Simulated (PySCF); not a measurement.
# What binds BeI: the parts of the energy along the bond

State: ²Σ⁺, doublet, unpaired electrons σ ↑. ROHF-based CCSD(T) in PySCF 2.14 with Be cc-pVTZ, I cc-pVTZ-PP with ECP28 and Be cc-pVQZ, I cc-pVQZ-PP with ECP28 (frozen core orbitals: 10; scalar-relativistic core potentials). Correlation energies are extrapolated as n⁻³ (n = 3, 4), Hartree–Fock as (n+1)·exp(−9√n). CV is the change on freezing 4 orbitals instead, in Be cc-pCVTZ, I cc-pwCVTZ-PP with ECP28. All energies in eV from Be + I.

```csv
R (Å),HF/CBS,CCSD corr.,(T),CV,total
1.9320,-1.862,-0.019,-0.1120,-0.1172,-2.110
2.0199,-2.224,0.003,-0.1132,-0.0933,-2.427
2.1077,-2.409,0.021,-0.1146,-0.0740,-2.577
2.1955,-2.466,0.035,-0.1164,-0.0583,-2.606
2.2833,-2.431,0.046,-0.1184,-0.0457,-2.549
2.3931,-2.296,0.054,-0.1213,-0.0333,-2.397
2.5029,-2.095,0.056,-0.1248,-0.0238,-2.187
```

A fit to the total gives Re = 2.1768 Å, De = 2.608 eV, ωe = 618.9 cm⁻¹, Be = 0.4228 cm⁻¹ (masses 9.0122 and 126.9045 u).

Question: At R = 2.1955 Å the CCSD correlation energy is -0.175100 hartree in the smaller basis and -0.194302 in the larger. Extrapolate it.

Answer: (4³·E4 − 3³·E3)/(4³ − 3³) = -0.20831 hartree; the larger basis holds 93.3 % of it.

The T1 diagnostic is 0.019. The state was picked by a PBE0 search and need not be the measured ground state. Spin–orbit coupling, excitations beyond (T) and corrections to the Born–Oppenheimer picture are left out, and spin–orbit coupling matters for open p, d or f shells this heavy.
